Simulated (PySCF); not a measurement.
From one molecule to another.

First species: C₂H₈O₃SSi₃.
SMILES with atom numbers: `[CH3:1][C:2](=[S:3])[SiH:4]1[O:5][SiH2:6][O:7][SiH2:8][O:9]1` (hydrogens: H10, H11, H12 on C1; H13 on Si4; H14, H15 on Si6; H16, H17 on Si8)

Second species: C₈H₇NO.
SMILES: `C=Nc1ccc(C=O)cc1`

Levels: CAM-B3LYP/def2-SVPD for HOMO energy, LUMO energy, HOMO–LUMO gap and static isotropic polarisability; TDDFT CAM-B3LYP/def2-SVPD for lowest singlet excitation. Geometries: PBE0-D3(BJ)/def2-SVP. Each structure is a single optimised conformer of the isolated species, non-relativistic unless stated. Electronic properties by PySCF.

The conformers computed, where there is a choice (atom-mapped SMILES and torsion angles):
- `[CH2:1]=[N:2][c:3]1[cH:4][cH:5][c:6]([CH:7]=[O:8])[cH:9][cH:10]1`: C1–N2–C3–C4 -48°, C5–C6–C7–O8 0°

The conformers of `CC(=S)[SiH]1O[SiH2]O[SiH2]O1` aren't listed.

(1) Which has the higher static isotropic polarisability?

(2) Which of the two has the higher HOMO energy, and by how much?

(3) Which of the two has the higher S1 energy, and by how much?

(4) Which has the higher LUMO energy?

(5) Which has the higher HOMO–LUMO gap?

Results:

(1) The first: 118.8 au against 109.8 au, a difference of 9.0 au.

(2) The first: -7.99 eV against -8.31 eV, a difference of 0.32 eV.

(3) The second: 3.90 eV against 2.20 eV, a difference of 1.70 eV.

(4) The second: -1.10 eV against -1.60 eV, a difference of 0.50 eV.

(5) The second: 7.21 eV against 6.39 eV, a difference of 0.82 eV.

On the first: S1 lies 4.19 eV below the HOMO–LUMO gap; its leading configuration is HOMO→LUMO, weight 0.98. The principal polarisabilities are 105.1, 120.8 and 130.6 au; their mean is the isotropic value.

On the second: S1 lies 3.31 eV below the HOMO–LUMO gap; its leading configuration is HOMO−1→LUMO, weight 0.73. In wavenumbers S1 is 31400 cm⁻¹ (1 eV = 8065.54 cm⁻¹).
